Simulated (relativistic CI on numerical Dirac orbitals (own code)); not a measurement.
## W+: calculation against measurement

Computed by Dirac-Coulomb-Breit CI, separate exchange-only KLI orbitals for each configuration, a model potential for QED, valence Slater integrals scaled by 0.85, P86 correlation estimate, and configurations built on the next ion tied to the tabulated ionisation energy (semi-empirical) (own radial code, finite nucleus).

CI space (outside the closed core [Xe] 4f14): 5d⁴6s, 5d⁵, 5d³6s6p, 5d⁴6p, 5d⁴6d, 5d⁴7s, 5d⁴5f, 5d⁴6f, 5d³6s², 5d²6s²6p, 5d²6s6p², 5d³6s5f, 5d³6s5g, 5d³6p², 5d³6s7p, 5d³6s7s, 5d⁴7p, 5d²6s²6d, 5d³6s6d, 5d³6s8s, 5d³6s7d, 5d⁴8s, 5d³6s8p, 5d²6s²5f. Levels of other configurations are missing.

```
Configuration  Term (tabulated)    J  Measured (cm⁻¹)  Computed  Error  Purity (%)
        5d⁴6s                6D  1/2              0.0         0      0          87
        5d⁴6s                6D  3/2           1518.8      1096   -423          93
        5d⁴6s                6D  5/2           3172.5      2427   -745          96
        5d⁴6s                6D  7/2           4716.3      3800   -916          95
        5d⁴6s                6D  9/2           6147.1      5176   -971          92
```

Measured levels from NIST Handbook of Basic Atomic Spectroscopic Data (Sansonetti and Martin, J. Phys. Chem. Ref. Data 34, 1559 (2005)); pairs were made by configuration, J and term (by order where the table uses no LS term), so strongly mixed levels may be paired wrongly.

Mean error by configuration (cm⁻¹): 5d⁴6s -764. Over the excited levels the mean absolute error is 764 cm⁻¹ (4 of the 10 excited levels that our extract of the source holds in range could be paired, and the others can miss by more), and the median relative error of those above 1,000 cm⁻¹ is 21 %. Some levels of the ground configuration have no partner.
